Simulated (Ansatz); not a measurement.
Consider the isomerisation: `[SiH3][SiH2]OBCl` → `BO[SiH]([SiH3])Cl`.

Program: Ansatz. Geometries: PBE0-D4/def2-TZVP. ΔE: electronic, gas phase. CCSD(T)/CBS adds triple-zeta CCSD(T) − MP2 to the extrapolated MP2 energy (def2 sets, frozen cores). DFT in def2-TZVPP. One conformer a species, not always the lowest.

**Question.** Is it downhill or uphill in electronic energy at CCSD(T)/CBS, and by how much? (Estimate.)

**Answer.** Ansatz gave: Downhill: ΔE = -6.6 kJ/mol.

**Question.** What do these levels give: r2SCAN-D4, PBE0-D4, ωB97X-V, B2PLYP, PBE, PBE0, SCS-MP2/def2-TZVPP, CCSD/def2-TZVPP, HF/def2-QZVPP, MP2/def2-QZVPP, HF/CBS(def2), CCSD/CBS(def2)? (Estimate.)

**Answer.** The calculation gave: r2SCAN-D4 -0.8, PBE0-D4 -1.4, ωB97X-V -4.8, B2PLYP -4.4, PBE 2.6, PBE0 -0.5, SCS-MP2/def2-TZVPP -5.7, CCSD/def2-TZVPP -3.3, HF/def2-QZVPP -11.6, MP2/def2-QZVPP -7.9, HF/CBS(def2) -11.7, CCSD/CBS(def2) -8.0 kJ/mol.

Largest T1 diagnostic among the species: 0.013.

From PBE to PBE0 (25 % exact exchange), in def2-TZVPP and without D4, ΔE moves by −3.1 kJ/mol. In def2-TZVPP, CCSD(T) changes the Hartree–Fock value by +9.0 kJ/mol (the triples alone add +1.4 kJ/mol) and MP2 by +6.0 kJ/mol.
